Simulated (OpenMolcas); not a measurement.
## Ionisation energies of europium

```
Program             : OpenMolcas 26.06
Basis               : ANO-RCC-VDZP [7s6p4d2f1g]
Scalar Hamiltonian  : DKH2, point nucleus
Spin-orbit coupling : RASSI with atomic mean-field integrals over the reference wave functions, term energies averaged over their components
```

Active shells in each charge state: the valence f shell, with orbitals averaged over the low states. Where CASPT2's correlated closed shells are named, they are those of the first ion.

A. CASSCF
B. SS-CASPT2, IPEA 0.25 Eh, imaginary shift 0.1 Eh (closed shells correlated: 5s 5p)
C. SS-CASPT2, IPEA 0 Eh, imaginary shift 0.1 Eh (closed shells correlated: 5s 5p)
D. SS-CASPT2, IPEA 0.25 Eh, imaginary shift 0.1 Eh (closed shells correlated: 4d 5s 5p)

Energies in eV between the lowest computed levels, named as in B; reference values from the NIST Atomic Spectra Database with their kind.

```json
{"From": "Eu2+ 4f7 8S* 7/2", "To": "Eu3+ 4f6 7F0", "A": "22.634", "B": "25.549", "C": "25.887", "D": "25.604", "Spin-orbit share in B": "-0.354", "Reference": "24.840 (semi-empirical)"}
{"From": "Eu3+ 4f6 7F0", "To": "Eu4+ 4f5 6H* 5/2", "A": "41.438", "B": "43.489", "C": "43.546", "D": "43.427", "Spin-orbit share in B": "-0.220", "Reference": "42.940 (semi-empirical)"}
```

The lowest level within the active space need not be the ion's true ground level.

* marks odd parity.
